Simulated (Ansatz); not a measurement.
Born–Oppenheimer molecular dynamics of C2H9FO2Si2 (16 atoms, charge 0, multiplicity 1). It starts from a relaxed structure.

These are results of Ansatz, RKS B3LYP/6-31G, not measurements.

```
ensemble        : NVT, Langevin thermostat
time step       : 0.5 fs
steps asked     : 166
set temperature : 300 K
friction        : 1 /fs
seed            : 462875
```

First frame:

```xyz
16
Properties=species:S:1:pos:R:3
Si 0.191 -0.445 0.536
Si 0.123 0.373 2.734
H -1.298 0.397 3.213
H 0.924 -0.542 3.607
H 0.693 1.757 2.777
O 1.820 -0.445 0.056
C 2.393 -1.104 -1.111
H 1.974 -2.108 -1.233
H 2.201 -0.510 -2.011
H 3.468 -1.168 -0.939
F -0.739 0.543 -0.502
O -0.416 -2.024 0.282
C -1.754 -2.443 -0.091
H -2.433 -2.378 0.768
H -2.148 -1.832 -0.909
H -1.683 -3.484 -0.411
```

How far do the bonds stretch over the last three quarters of this one trajectory? (Pairs bonded in most of those frames.)


| bond | mean (Å) | spread (Å) | shortest | longest |
| --- | --- | --- | --- | --- |
| Si1–Si2 | 2.301 | 0.022 | 2.26 | 2.33 |
| Si1–O6 | 1.688 | 0.022 | 1.65 | 1.72 |
| Si1–F11 | 1.692 | 0.012 | 1.66 | 1.71 |
| Si1–O12 | 1.738 | 0.017 | 1.71 | 1.77 |
| Si2–H3 | 1.495 | 0.036 | 1.43 | 1.56 |
| Si2–H4 | 1.487 | 0.035 | 1.41 | 1.55 |
| Si2–H5 | 1.542 | 0.052 | 1.43 | 1.62 |
| O6–C7 | 1.453 | 0.023 | 1.41 | 1.49 |
| C7–H8 | 1.093 | 0.019 | 1.05 | 1.13 |
| C7–H9 | 1.097 | 0.025 | 1.05 | 1.15 |
| C7–H10 | 1.093 | 0.020 | 1.04 | 1.13 |
| O12–C13 | 1.468 | 0.013 | 1.44 | 1.50 |
| C13–H14 | 1.101 | 0.035 | 1.03 | 1.17 |
| C13–H15 | 1.104 | 0.033 | 1.03 | 1.16 |
| C13–H16 | 1.098 | 0.026 | 1.04 | 1.15 |

Mean temperature of the second half: 316 K. A run of 0.083 ps of so small a system gives no equilibrium averages. The friction is so strong that the motion is overdamped, so the time scale means little. Limits of this set-up: no polarisation functions.

The run took 11 min on 2 threads of Arm Neoverse V1, with other jobs on the host, peak memory 0.23 GiB.
